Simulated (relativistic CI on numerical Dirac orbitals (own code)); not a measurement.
Method of calculation: Dirac-Coulomb-Breit CI, orbitals from a KLI potential per configuration, model QED, unscaled Slater integrals (own radial code, finite nucleus).

The strongest absorption lines from the ground level of an ion, among the configurations computed and to levels below about 1520 eV (vacuum wavelength in nm, gf): 1.2306 (0.074), 1.2465 (0.057), 1.7393 (0.19), 1.7986 (0.18), 9.7419 (0.96), 16.189 (0.28).

(1) Which ion is it?
A. Er³⁹⁺
B. Tb³⁴⁺
C. Tb³⁶⁺
D. Lu⁴²⁺

Results:

(1) C. Tb³⁶⁺ has 29 electrons and the ground level 3d¹⁰4s ²S1/2; the strongest line goes to 3d¹⁰4p ²P°3/2. The pattern of lines fixes the number of electrons, and along that sequence the line energies rise steadily with the charge (about as its square where n changes within one kind of shell, about linearly where n is kept but much faster in heavy ions where fine structure, which grows about as Z⁴, sets the gap, and irregularly where shells cross), which fixes Z. Configurations outside the model, such as inner-shell arrays, can give stronger lines. At this charge energies of transitions that change n are usually good to better than 1 %, and those within a shell (Δn = 0) to a few per cent.

LS names give the leading component of a level, which can be under half, so a name can repeat, a term be missing and a line seem to break the LS rules.
